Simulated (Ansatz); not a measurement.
System: SbClF, charge 0, doublet. SbClF (SMILES [F][Sb][Cl], doublet).
B3LYP-D3(BJ)/def2-TZVP minimum from Ansatz (an electronic-structure program):
```xyz
3

Sb    -0.3579     0.0364     0.4037
F     -0.5092     1.6456    -0.6464
Cl     1.3433    -0.9803    -0.8689
```
Charge 0, spin multiplicity 2.

Property: atomisation energy (electronic, to ground-state atoms), in kcal/mol. Open shells are spin-unrestricted; no spin-orbit coupling. Cores are frozen in correlated methods (noble-gas shells, and filled d and f shells in the p block). Past Kr the def2 sets carry scalar-relativistic core potentials. CBS(X,Y): correlation extrapolated as X^-3, Hartree-Fock from the larger set. A bracket is a step between two methods taken in the basis named. Spin-orbit terms, left out, reach several kcal/mol for Br and I, and more for heavier atoms.

CCSD(T)/CBS(def2-TZVPP,def2-QZVPP) + [CCSDT(Q) - CCSD(T)]/def2-SVP (Ansatz) gives 176.9 kcal/mol.

Question: How far off this value is PBE/def2-TZVPD (Ansatz), in which direction, and how far these levels: r2SCAN/def2-TZVPD, B3LYP/def2-TZVPD, PBE0/def2-TZVPD, wB97M-V/def2-TZVPD, B2PLYP/def2-TZVPD, CCSD(T)/CBS(def2-TZVPP,def2-QZVPP)?

Answer: PBE gives 187.4 kcal/mol, 10.5 kcal/mol above it. Differences of the others: r2SCAN/def2-TZVPD (Ansatz) 1.6; B3LYP/def2-TZVPD (Ansatz) -1.3; PBE0/def2-TZVPD (Ansatz) -3.2; wB97M-V/def2-TZVPD (Ansatz) -0.2; B2PLYP/def2-TZVPD (Ansatz) -2.6; CCSD(T)/CBS(def2-TZVPP,def2-QZVPP) (Ansatz) -0.8 kcal/mol.
